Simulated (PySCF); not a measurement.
[PySCF: GFN2-xTB geometry; NMR shieldings at PBE0/pcSseg-1/GIAO; no relativistic terms; rapidly exchanging positions averaged; one conformer; no solvent model]

References, each an isolated molecule treated in the same way: TMS for ¹H (σ = 31.72 ppm) and ¹³C (σ = 186.93 ppm). Shifts are as computed. Against solution values, carbons near 30 ppm lie about +3 ppm off and those near 130 ppm about +5 ppm; carbons on Cl a further +6 ppm. Of 1211 compounds with measured shifts, 218 miss one by over three times the rms of a fit or turn the order of signals round; such compounds aren't used in these exercises. Carbons bonded to Cl come out too deshielded.

Problem. Order these molecules by the shift of their most deshielded carbon-bound hydrogen, lowest δ first.
A. C=C/C(C(=O)Cl)=C(/Cl)CC
B. CCCC(F)=C(F)F
C. [SiH3]/C=C/[SiH2]CCl
D. CO[C@H]1CC[C@H](C)CC1

Solution. B (2.24 ppm, hydrogen on an allylic sp3 CH2), D (3.54 ppm, hydrogen on a methyl carbon bonded to O), A (6.56 ppm, hydrogen on an alkene CH), C (7.42 ppm, hydrogen on an alkene CH).

Problem. Order these molecules by the shift of their most deshielded carbon, lowest δ first.
A. [SiH3]/C=C/[SiH2]CCl
B. CO[C@H]1CC[C@H](C)CC1
C. CCCC(F)=C(F)F

Solution. B (84.4 ppm, sp3 CH bonded to O), A (156.6 ppm, alkene CH), C (166.3 ppm, fully substituted alkene carbon).

Problem. How many ¹³C and ¹H signals does each give (equivalence by symmetry and fast rotation, but not about amide C–N or C=N bonds)? `CCCC(F)=C(F)F`, `CO[C@H]1CC[C@H](C)CC1`, `C=C/C(C(=O)Cl)=C(/Cl)CC`, `[SiH3]/C=C/[SiH2]CCl`

Solution. CCCC(F)=C(F)F: 5 C, 3 H; CO[C@H]1CC[C@H](C)CC1: 6 C, 8 H; C=C/C(C(=O)Cl)=C(/Cl)CC: 7 C, 5 H; [SiH3]/C=C/[SiH2]CCl: 3 C, 5 H.
